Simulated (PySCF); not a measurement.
Bonds (- single, = double, # triple, : aromatic): O1-B2 1.364 Å, B2-O3 1.364 Å, B2-C4 1.563 Å, C4-C5 1.461 Å, C5=N6 1.243 Å, N6-C4 1.556 Å. O1 carries H7; O3 carries H8; C4 carries H9; C5 carries H10. Stereochemistry as in OB(O)[C@H]1C=N1.

PySCF calculation with geometry from PBE0-D3(BJ)/def2-SVP and GIAO PBE0/pcSseg-1 shieldings; non-relativistic Hamiltonian, no solvent, fast rotation and ring inversion assumed for equivalent nuclei, one conformer.

Scale: 13C (σref 184.41) and 1H (σref 31.27) vs TMS; 17O (σref 334.56) vs H2O; 11B (σref 100.73) against BF3·OEt2; 15N (σref 265.67) vs NH3 (reference shieldings calculated alike).

```json
{"atoms": "N6", "nucleus": "15N", "count": "1", "δ (ppm)": "?"}
{"atoms": "H7/H8", "nucleus": "1H", "count": "2", "δ (ppm)": "2.83"}
{"atoms": "C5", "nucleus": "13C", "count": "1", "δ (ppm)": "?"}
{"atoms": "B2", "nucleus": "11B", "count": "1", "δ (ppm)": "28.9"}
{"atoms": "H10", "nucleus": "1H", "count": "1", "δ (ppm)": "9.60"}
{"atoms": "H9", "nucleus": "1H", "count": "1", "δ (ppm)": "0.72"}
{"atoms": "O1/O3", "nucleus": "17O", "count": "2", "δ (ppm)": "119.8"}
{"atoms": "C4", "nucleus": "13C", "count": "1", "δ (ppm)": "14.1"}
```

Fill in the missing shifts.

Results:


- C5: 166.6 ppm, C=N carbon
- N6: 336.1 ppm, imine nitrogen

OH and NH positions are those of a molecule without intermolecular hydrogen bonds; in solution they move with solvent, concentration and temperature, and exchange usually removes their couplings. A carbon bonded to boron is broadened by the quadrupolar boron nucleus and is often missing from a measured spectrum. Shifts are as computed. Against solution values, carbons near 30 ppm lie about +2 ppm off and those near 130 ppm about +5 ppm. Of 1211 compounds with measured shifts, 218 miss one by over three times the rms of a fit or turn the order of signals round; such compounds aren't used in these exercises. Experimental scales use liquid or dissolved standards, which lie at an offset from isolated NH3 (liquid NH3: subtract about 20 ppm) and H2O (liquid H2O: subtract about 36 ppm). Unscaled 15N shifts of sp2 nitrogen come out 20 to 40 ppm too high even then.
